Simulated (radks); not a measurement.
Results of a calculation; reference values are marked as such.
Spherical quantum dot in the effective-mass picture: electrons in a parabolic well V = omega^2 r^2 / 2 with omega = 2.86, all in effective atomic units (hartree* = m*/eps^2 hartree, bohr* = eps/m* bohr), one dielectric constant everywhere. Level of theory: non-relativistic Kohn-Sham, LDA (Slater exchange, Perdew-Wang correlation), spin-polarised, spherical densities (a radial shooting solver with Libxc functionals). Levels are named by radial order and angular momentum (1s, 1p, 1d, 2s, ...), and open shells are averaged over m. Results are scaled to m* = 0.04 and eps = 10.9, for which hartree* = 9.161 meV and bohr* = 14.42 nm.

N = 2, configuration 1s2. This is the lowest configuration that the search found. Occupied and some empty levels:

| level | occupation | eigenvalue (meV) | <r> (nm) |
|---|---|---|---|
| 1s | 2 | 55.702 | 10.05 |
| 1p | 0 | 79.796 | 13.20 |
| 1d | 0 | 104.61 | 15.70 |
| 2s | 0 | 105.74 | 14.62 |

Energy (meV): total 91.2792, kinetic 36.177, external 42.726, Hartree 23.637, exchange-correlation -11.261.
